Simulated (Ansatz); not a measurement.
System: sum formula H$_{5}$BSiO$_{3}$ (charge 0, singlet). 
Geometry from a B3LYP-D3(BJ)/def2-TZVP (Ansatz, a program for electronic structure) optimisation:
```
O
B 1 1.3589
O 2 1.3705 1 117.23
H 3 0.9598 2 115.93 1 180.00
O 2 1.3784 1 117.91 3 180.00
H 5 0.9599 2 116.65 1 -180.00
Si 1 1.6507 2 132.96 3 180.00
H 7 1.4772 1 106.69 2 -180.00
H 7 1.4802 8 109.65 1 -119.88
H 7 1.4802 8 109.65 9 -120.25
```

Basis-set convergence of Hartree-Fock and MP2 correlation energies (hartree) with Ansatz. Cores are frozen in the correlated levels unless marked. Spin-orbit coupling is left out. No relativistic terms.

```tsv
basis	functions	E(HF)	E(corr, MP2)
cc-pV(D+d)Z	104	-541.34137	-0.73448
cc-pV(T+d)Z	229	-541.44896	-0.93356
cc-pV(Q+d)Z	434	-541.47324	-1.00687
```

Extrapolating the two largest sets (X = 3 and 4) as X^-3: E(corr) = (64·(-1.00687) - 27·(-0.93356))/37 = -1.0604 Eh, an estimate of the basis-set limit. The largest set recovers 95.0 % of it, the smallest 69.3 %.
